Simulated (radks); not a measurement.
Values are calculated unless marked as measured or tabulated.
Coulomb parameter of the 4d shell of the technetium ion Tc+ in the model configuration [Kr] 4d4 5s1 5p1, as a second difference U = [E(n + 0.5) + E(n - 0.5) - 2 E(n)] / (0.5)^2 with all orbitals relaxed. "Bare": the charge of the atom changes with n. "Screened": the 5p shell takes up the change at fixed total charge, which measures U(4d,4d) + U(5p,5p) - 2 U(4d,5p). Code: a radial shooting solver on a logarithmic mesh with Libxc functionals. Model: Dirac Kohn-Sham, PBEsol, spin-unpolarised, spherical densities, point nucleus; open shells are shared between the two j in proportion to 2j + 1.

| case | configuration | E - E(n) (eV) |
|---|---|---|
| start | [Kr] 4d4 5s1 5p1 | 0.000 |
| bare +0.5 | [Kr] 4d4.5 5s1 5p1 | -7.705 |
| bare -0.5 | [Kr] 4d3.5 5s1 5p1 | 10.480 |
| screened +0.5 | [Kr] 4d4.5 5s1 5p0.5 | -4.553 |
| screened -0.5 | [Kr] 4d3.5 5s1 5p1.5 | 5.206 |

U(bare) = 11.100 eV, U(screened by 5p) = 2.614 eV, against the Slater integral F0(4d,4d) = 15.533 eV with frozen orbitals.
